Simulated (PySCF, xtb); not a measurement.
In(F)(Cl)(OMe) (CH₃ClFInO), SMILES C[O][In]([F])[Cl].

GFN2-xTB in xtb at its own geometry gives an orbital gap of 2.32 eV and a dipole moment of 4.09 D.

Geometry: PBE0-D3(BJ)/def2-SVP. The structure was generated by enumeration; whether it is a known compound was not checked. The def2 effective core potentials stand for the cores of In; spin–orbit coupling is left out. Other conformers were not sampled.

Task: What does PBE/def2-TZVP (PySCF) give? (The exact figures need the calculation; the answer reports its results.)

Result: gap 3.08 eV (levels -6.80 and -3.72 eV), dipole 2.23 D.
